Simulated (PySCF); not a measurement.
chloro(silylmethyl)silane (CH7ClSi2), SMILES [SiH3]C[SiH2]Cl.

Geometry optimised at PBE0-D3(BJ)/def2-SVP. One conformer was computed; it need not be the lowest.

Level of theory: TDDFT-PBE0/def2-SVPD (PySCF 2.14.0).

Vertical excitations. 

Task: Estimate the UV-visible absorptions. (Estimate from the structure and the level; the computed values follow.)

Result: 
| state | energy (eV) | λ (nm) | f | main pairs |
|---|---|---|---|---|
| S1 | 7.36 | 168 | 0.002 | HOMO→LUMO 83 % |
| S2 | 7.42 | 167 | 0.011 | HOMO−1→LUMO 82 % |
| S3 | 7.81 | 159 | 0.023 | HOMO→LUMO+1 93 % |
| S4 | 7.90 | 157 | 0.002 | HOMO−1→LUMO+1 90 % |
| S5 | 8.24 | 150 | 0.055 | HOMO−2→LUMO 61 %, HOMO−3→LUMO 19 %, HOMO−4→LUMO 10 % |
| S6 | 8.32 | 149 | 0.048 | HOMO→LUMO+2 52 %, HOMO−2→LUMO+1 22 % |
| S7 | 8.42 | 147 | 0.042 | HOMO−1→LUMO+2 45 %, HOMO−3→LUMO 26 %, HOMO→LUMO+2 11 %, HOMO−2→LUMO 9 % |
| S8 | 8.45 | 147 | 0.034 | HOMO−2→LUMO+1 53 %, HOMO−3→LUMO 11 %, HOMO→LUMO+2 10 %, HOMO−3→LUMO+1 9 % |
| S9 | 8.49 | 146 | 0.001 | HOMO−1→LUMO+2 30 %, HOMO−3→LUMO 21 %, HOMO−2→LUMO 12 %, HOMO−4→LUMO 11 % |
| S10 | 8.51 | 146 | 0.001 | HOMO→LUMO+3 39 %, HOMO→LUMO+4 32 % |
| T1 | 6.98 | 178 | 0 | HOMO−1→LUMO 57 %, HOMO→LUMO 34 % |
| T2 | 7.04 | 176 | 0 | HOMO→LUMO 56 %, HOMO−1→LUMO 33 % |
| T3 | 7.46 | 166 | 0 | HOMO→LUMO+1 84 % |
| T4 | 7.62 | 163 | 0 | HOMO−1→LUMO+1 77 % |
Triplets are in the Tamm–Dancoff approximation, which puts them higher than full response would, so one can lie above its singlet here.
